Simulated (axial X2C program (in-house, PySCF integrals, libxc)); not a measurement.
## Photoelectron levels of CsCl by EOM-IP-CCSD

Computed with an axial X2C code built on PySCF integrals: two-component X2C with atomic mean-field Coulomb and Gaunt terms, Gaussian nuclei, basis Cs dyall-cv3z, Cl dyall-av3z with contracted cores.

R = 2.906 Å (near the PBE0 minimum at charge 0 of the determinant lowest at the starting distance; the state shown can have its own minimum elsewhere).

Hartree–Fock spinors of CsCl (one of each Kramers pair; a window near the gap, which can cut inner shells):

```csv
ω,occupied,ε (eV),character
1/2,yes,-19.39,97% Cs p
3/2,yes,-17.66,99% Cs p
1/2,yes,-17.56,"93% Cs p, 4% Cl p"
1/2,yes,-9.20,"92% Cl p, 4% Cs d, 2% Cs p"
1/2,yes,-9.09,"91% Cl p, 4% Cs d, 3% Cs p"
3/2,yes,-9.06,"96% Cl p, 3% Cs d"
1/2,no,-0.22,"69% Cs s, 31% Cs p"
1/2,no,0.30,99% Cs p
3/2,no,0.30,99% Cs p
1/2,no,0.57,"75% Cs p, 22% Cs s"
1/2,no,0.91,"68% Cs s, 28% Cs p, 2% Cs d"
1/2,no,1.08,"92% Cs p, 7% Cs d"
```

Vertical ionisation energies of CsCl to the states of CsCl⁺:

```
Ω of CsCl⁺  vertical IE (eV)  above lowest (cm⁻¹)        ionised spinor  one-hole weight
       3/2             8.509                    0             96% Cl pπ             0.94
       1/2             8.510                    7  67% Cl pσ, 23% Cl pπ             0.94
       1/2             8.606                  780  73% Cl pπ, 21% Cl pσ             0.94
       1/2            17.209                70171  67% Cs pσ, 24% Cs pπ             0.95
       3/2            17.457                72172             99% Cs pπ             0.96
       1/2            18.944                84166  76% Cs pπ, 19% Cs pσ             0.94
```

Problem. How far does the lowest EOM-IP-CCSD energy lie from the Koopmans value −ε of the highest filled spinor?

Solution. 8.509 eV against 9.06 eV, a shift of -0.55 eV: relaxation of the final state lowers the energy and the loss of correlation raises it.

Problem. Take the first Ω = 1/2 and Ω = 3/2 rows of π character: how far apart are they, and which lies lower?

Solution. E(3/2) − E(1/2) = 0 − 780 = -780 cm⁻¹ at EOM-IP-CCSD: inverted, Ω = 3/2 lower. Splittings at this level can be off by ten to twenty per cent.

This point took 10 s on 1 thread of Arm Neoverse V1, on a shared host.

Reference electrons by ω block (each with its −ω partner): 1/2: 24, 3/2: 10, 5/2: 2. 16 electrons of CsCl correlated (inner shells frozen), 88 natural virtual spinors (a truncated set); levels can be off by some tenths of an eV. Roots sought by Ω: (1/2: 4, 3/2: 3, 5/2: 1); the list ends where they run out and leaves out roots under 60 % one-particle weight. The solver can skip a root, and states that need a further excitation, which the method places far too high, are missing though they may lie low or lowest. T1 of the reference 0.004 (Lee–Taylor). Number of frozen shells: Cs 4 s, 3 p, 2 d; Cl 2 s, 1 p.
